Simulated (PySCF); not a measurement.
## Atomic charges against the basis set

C2H9ClSi2.
Numbering: `[SiH3:1][CH2:2][CH2:3][SiH2:4][Cl:5]` (hydrogens: H6, H7, H8 on Si1; H9, H10 on C2; H11, H12 on C3; H13, H14 on Si4)

PBE0 throughout (PySCF), one geometry, spherical d and f functions. Geometry: PBE0-D3(BJ)/def2-SVP, one conformer, isolated molecule. Atoms taken as equivalent share a column and are averaged. The first 7 of 9 kinds of atom are listed.

Mulliken charges (e):

```json
{"basis": "STO-3G", "functions": "46", "Si1": "+0.531", "C2": "-0.302", "C3": "-0.300", "Si4": "+0.678", "Cl5": "-0.361", "H6/H7/H8": "-0.120", "H9/H10": "+0.075"}
{"basis": "6-31G", "functions": "75", "Si1": "+0.545", "C2": "-0.631", "C3": "-0.638", "Si4": "+0.684", "Cl5": "-0.326", "H6/H7/H8": "-0.102", "H9/H10": "+0.212"}
{"basis": "pcSseg-0", "functions": "75", "Si1": "+0.545", "C2": "-0.946", "C3": "-0.963", "Si4": "+0.820", "Cl5": "-0.397", "H6/H7/H8": "-0.048", "H9/H10": "+0.283"}
{"basis": "6-31G*", "functions": "100", "Si1": "+0.361", "C2": "-0.564", "C3": "-0.563", "Si4": "+0.527", "Cl5": "-0.290", "H6/H7/H8": "-0.064", "H9/H10": "+0.207"}
{"basis": "cc-pVDZ", "functions": "127", "Si1": "+0.211", "C2": "-0.206", "C3": "-0.208", "Si4": "+0.358", "Cl5": "-0.247", "H6/H7/H8": "-0.043", "H9/H10": "+0.069"}
{"basis": "def2-SVP", "functions": "127", "Si1": "+0.349", "C2": "-0.301", "C3": "-0.304", "Si4": "+0.527", "Cl5": "-0.282", "H6/H7/H8": "-0.066", "H9/H10": "+0.080"}
{"basis": "aug-cc-pVDZ", "functions": "208", "Si1": "-0.633", "C2": "+0.363", "C3": "+0.307", "Si4": "+0.041", "Cl5": "-0.461", "H6/H7/H8": "+0.270", "H9/H10": "-0.251"}
{"basis": "6-311+G(2d,p)", "functions": "213", "Si1": "+0.378", "C2": "-0.559", "C3": "-0.497", "Si4": "+0.472", "Cl5": "-0.228", "H6/H7/H8": "-0.060", "H9/H10": "+0.176"}
{"basis": "def2-TZVP", "functions": "227", "Si1": "+0.132", "C2": "-0.339", "C3": "-0.335", "Si4": "+0.340", "Cl5": "-0.268", "H6/H7/H8": "-0.021", "H9/H10": "+0.141"}
{"basis": "cc-pVTZ", "functions": "288", "Si1": "+0.149", "C2": "-0.284", "C3": "-0.278", "Si4": "+0.329", "Cl5": "-0.248", "H6/H7/H8": "-0.027", "H9/H10": "+0.114"}
{"basis": "IGLO-III", "functions": "292", "Si1": "+0.700", "C2": "-0.464", "C3": "-0.529", "Si4": "+0.930", "Cl5": "-0.401", "H6/H7/H8": "-0.169", "H9/H10": "+0.141"}
{"basis": "pcSseg-2", "functions": "327", "Si1": "+0.553", "C2": "-0.297", "C3": "-0.293", "Si4": "+0.642", "Cl5": "-0.298", "H6/H7/H8": "-0.130", "H9/H10": "+0.074"}
```

IAO charges (e):

| basis | functions | Si1 | C2 | C3 | Si4 | Cl5 | H6/H7/H8 | H9/H10 |
| --- | --- | --- | --- | --- | --- | --- | --- | --- |
| STO-3G | 46 | +0.629 | -0.502 | -0.498 | +0.720 | -0.310 | -0.124 | +0.132 |
| 6-31G | 75 | +0.433 | -0.508 | -0.520 | +0.640 | -0.308 | -0.077 | +0.160 |
| pcSseg-0 | 75 | +0.424 | -0.522 | -0.534 | +0.639 | -0.299 | -0.071 | +0.162 |
| 6-31G* | 100 | +0.562 | -0.521 | -0.533 | +0.773 | -0.329 | -0.111 | +0.151 |
| cc-pVDZ | 127 | +0.557 | -0.520 | -0.531 | +0.772 | -0.327 | -0.110 | +0.151 |
| def2-SVP | 127 | +0.577 | -0.519 | -0.531 | +0.786 | -0.321 | -0.116 | +0.148 |
| aug-cc-pVDZ | 208 | +0.558 | -0.526 | -0.538 | +0.777 | -0.334 | -0.110 | +0.153 |
| 6-311+G(2d,p) | 213 | +0.591 | -0.537 | -0.549 | +0.803 | -0.335 | -0.118 | +0.154 |
| def2-TZVP | 227 | +0.600 | -0.540 | -0.552 | +0.816 | -0.336 | -0.120 | +0.154 |
| cc-pVTZ | 288 | +0.585 | -0.537 | -0.549 | +0.803 | -0.335 | -0.116 | +0.155 |
| IGLO-III | 292 | +0.599 | -0.540 | -0.551 | +0.809 | -0.332 | -0.120 | +0.155 |
| pcSseg-2 | 327 | +0.598 | -0.540 | -0.552 | +0.811 | -0.335 | -0.120 | +0.155 |

Some averages cover members that differ in this geometry, most widely: H6/H7/H8, Mulliken in aug-cc-pVDZ +0.237 to +0.289; H9/H10, Mulliken in aug-cc-pVDZ -0.275 to -0.228 e.

Q: Which scheme is steadiest as the basis changes?

A: Largest range over the bases for any column: IAO 0.20 e, Mulliken 1.33 e. IAO charges move least and Mulliken charges most, counted in e. Without the minimal STO-3G basis the ranges are IAO 0.18, Mulliken 1.33 e.

Q: How much do the charges still move between the two largest bases, IGLO-III and pcSseg-2?

A: At most, over all atoms: Mulliken 0.288 e, IAO 0.003 e.

Q: What do the same runs give for the total energy, the frontier levels and the dipole moment?

A: 
```json
{"basis": "STO-3G", "energy (Eh)": "-1107.7575", "HOMO (eV)": "-6.28", "LUMO (eV)": "4.68", "μ (D)": "2.76"}
{"basis": "6-31G", "energy (Eh)": "-1120.1926", "HOMO (eV)": "-8.41", "LUMO (eV)": "0.11", "μ (D)": "2.73"}
{"basis": "pcSseg-0", "energy (Eh)": "-1118.9479", "HOMO (eV)": "-8.62", "LUMO (eV)": "0.21", "μ (D)": "2.54"}
{"basis": "6-31G*", "energy (Eh)": "-1120.2974", "HOMO (eV)": "-8.34", "LUMO (eV)": "0.28", "μ (D)": "2.20"}
{"basis": "cc-pVDZ", "energy (Eh)": "-1120.3587", "HOMO (eV)": "-8.33", "LUMO (eV)": "0.43", "μ (D)": "1.95"}
{"basis": "def2-SVP", "energy (Eh)": "-1119.9753", "HOMO (eV)": "-8.35", "LUMO (eV)": "0.58", "μ (D)": "1.82"}
{"basis": "aug-cc-pVDZ", "energy (Eh)": "-1120.3685", "HOMO (eV)": "-8.39", "LUMO (eV)": "-0.26", "μ (D)": "1.90"}
{"basis": "6-311+G(2d,p)", "energy (Eh)": "-1120.4135", "HOMO (eV)": "-8.42", "LUMO (eV)": "-0.20", "μ (D)": "1.89"}
{"basis": "def2-TZVP", "energy (Eh)": "-1120.4225", "HOMO (eV)": "-8.39", "LUMO (eV)": "0.17", "μ (D)": "1.82"}
{"basis": "cc-pVTZ", "energy (Eh)": "-1120.4319", "HOMO (eV)": "-8.39", "LUMO (eV)": "0.21", "μ (D)": "1.85"}
{"basis": "IGLO-III", "energy (Eh)": "-1120.4201", "HOMO (eV)": "-8.36", "LUMO (eV)": "0.26", "μ (D)": "1.69"}
{"basis": "pcSseg-2", "energy (Eh)": "-1120.4449", "HOMO (eV)": "-8.42", "LUMO (eV)": "0.02", "μ (D)": "1.93"}
```

The dipole is fixed by the density alone, so its range of 1.07 D shows that the density itself changes with the basis, not only its division among atoms.
